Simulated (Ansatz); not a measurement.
Total energies of Ga₃Sb₃H₁₂, a cluster cut from wurtzite GaSb (hydrogen-capped) from Ansatz at PBE0-D4/def2-TZVP, gas phase (1 Eh = 27.2114 eV = 2625.5 kJ/mol). The reference geometry is relaxed at PBE-D4/def2-SVP.

Cartesian coordinates in Å:
```
Sb -1.122 -1.956 0.664
Ga 1.551 -2.356 0.467
Sb 2.275 0.253 0.542
Ga -2.702 -0.372 -0.866
Sb -1.260 1.902 -0.564
Ga 1.385 2.289 -1.009
H -1.864 -3.503 0.733
H -1.443 -1.546 2.301
H 2.055 -3.063 1.783
H 1.809 -2.835 -1.014
H 2.121 0.767 2.174
H 3.991 0.306 0.514
H -4.091 -0.192 -0.142
H -2.473 -0.837 -2.356
H -1.591 2.494 1.014
H -2.100 3.151 -1.390
H 1.645 1.843 -2.500
H 1.814 3.656 -0.351
```

```
                 state                    geometry  energy (Eh)
      charge 0 singlet                   reference  -6501.83481
      charge 1 doublet                   reference  -6501.51264
      charge 1 doublet  relaxed at PBE-D4/def2-SVP  -6501.53783
     charge -1 doublet                   reference  -6501.85065
free Sb atom (quartet)                           –   -240.22283
free Ga atom (doublet)                           –  -1924.55212
 free H atom (doublet)                           –     -0.50104
```

In the def2 sets Sb takes a core potential; there is no spin–orbit coupling.

(1) Work out the vertical ionisation energy to the doublet.

(2) Work out the vertical electron affinity, to the doublet.

(3) Give the fundamental gap IE − EA, the Mulliken electronegativity (IE + EA)/2 and the hardness (IE − EA)/2.

(4) How much does the charge 1 doublet relax, and what is the adiabatic ionisation energy?

(5) What is the binding energy per atom against free atoms?

(1) E(charge 1 doublet) − E(charge 0 singlet) = -6501.51264 − (-6501.83481) = 0.32217 Eh = 8.77 eV. For comparison, −ε of the highest occupied level is 7.37 eV at this level, 1.40 eV less.

(2) E(charge 0 singlet) − E(charge -1 doublet) = -6501.83481 − (-6501.85065) = 0.01584 Eh = 0.43 eV. The basis lacks diffuse functions, which makes affinities too small.

(3) From the values in Eh: IE − EA = 0.32217 − 0.01584 = 0.30633 Eh = 8.34 eV; (IE + EA)/2 = 4.60 eV; (IE − EA)/2 = 4.17 eV. The HOMO–LUMO gap of the same run is 5.77 eV, 2.57 eV smaller than the fundamental gap.

(4) Relaxation: -6501.51264 − (-6501.53783) = 0.02519 Eh = 0.69 eV. Adiabatic ionisation energy: 0.29698 Eh = 8.08 eV, without zero-point energy. 

(5) Atoms: 3 × (-240.22283) + 3 × (-1924.55212) + 12 × (-0.50104) = -6500.33733 Eh. Binding: -6500.33733 − (-6501.83481) = 1.49748 Eh = 40.75 eV, or 2.26 eV for each of 18 atoms (no zero-point energy, no counterpoise term).

At PBE0-D4/def2-TZVP the highest occupied level of the charge -1 doublet lies above zero (up to 0.88 eV). By energy differences its removal costs 0.43 eV (vertical, to the charge 0 singlet, at PBE0-D4/def2-TZVP); self-interaction error and the lack of diffuse functions both raise the level.
